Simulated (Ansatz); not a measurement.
`COB(N)O[SiH3]` + H₂S → `NB(S)O[SiH3]` + CH₃OH  (ligand exchange at a B–O bond)

Program: Ansatz. Geometries: PBE0-D4/def2-TZVP. ΔE: electronic, gas phase. CCSD(T)/CBS is the MP2 limit (def2-TZVPP, def2-QZVPP) plus CCSD(T) − MP2 in def2-TZVPP, frozen cores. This one scheme is used for every species. Functionals use def2-TZVPP. B3LYP here is the variant with VWN-RPA as its local correlation; programs differ in this. One conformer a species, not always the lowest.

`COB(N)O[SiH3]`:

Cartesian coordinates in Å:
```
C 0.060 1.110 2.094
O 1.054 0.727 1.173
B 0.715 0.091 0.012
N 1.751 -0.276 -0.869
O -0.612 -0.166 -0.256
Si -1.470 -0.914 -1.428
H 0.556 1.610 2.927
H -0.488 0.244 2.477
H -0.660 1.801 1.645
H 2.711 -0.072 -0.659
H 1.600 -0.727 -1.751
H -0.604 -1.253 -2.594
H -2.061 -2.166 -0.892
H -2.554 -0.008 -1.881
```

H₂S:

```xyz
3

S    -0.569   -0.229    0.086
H     0.248   -0.145   -0.974
H     0.321    0.373    0.888
```

`NB(S)O[SiH3]`:

```xyz
11

N    -0.662   -1.807   -0.675
B    -0.485   -0.474   -0.283
S    -1.847    0.763   -0.331
O     0.747   -0.074    0.151
Si    1.450    1.280    0.755
H     0.102   -2.460   -0.637
H    -1.524   -2.191   -1.012
H    -2.799   -0.070   -0.776
H     1.739    1.072    2.196
H     0.561    2.459    0.590
H     2.720    1.503    0.023
```

CH₃OH:

Cartesian coordinates in Å:
```
C 0.309 -0.160 -0.078
O -0.739 0.773 -0.210
H 1.031 0.057 -0.866
H -0.034 -1.194 -0.206
H 0.823 -0.077 0.887
H -1.390 0.600 0.473
```

```json
{"level": "ωB97M-V", "ΔE (kJ/mol)": "63.5"}
{"level": "PBE0", "ΔE (kJ/mol)": "55.3"}
{"level": "B3LYP", "ΔE (kJ/mol)": "64.1"}
{"level": "HF/def2-TZVPP", "ΔE (kJ/mol)": "76.0"}
{"level": "SCS-MP2/def2-TZVPP", "ΔE (kJ/mol)": "62.3"}
{"level": "CCSD/def2-TZVPP", "ΔE (kJ/mol)": "66.4"}
{"level": "HF/CBS(def2)", "ΔE (kJ/mol)": "76.9"}
{"level": "CCSD/CBS(def2)", "ΔE (kJ/mol)": "63.4"}
```

**Question.** What does CCSD(T)/CBS give? (Best estimate.)

**Answer.** The calculation gave: +60.7 kJ/mol. The listed levels differ from it by 2.8, -5.4, 3.4, 15.3, 1.6, 5.7, 16.2, 2.7 kJ/mol.

Largest T1 diagnostic among the species: 0.012.

In def2-TZVPP, CCSD(T) changes the Hartree–Fock value by −12.3 kJ/mol (the triples alone add −2.7 kJ/mol) and MP2 by −17.2 kJ/mol. From PBE to PBE0 (25 % exact exchange), in def2-TZVPP and without D4, ΔE moves by +3.8 kJ/mol.
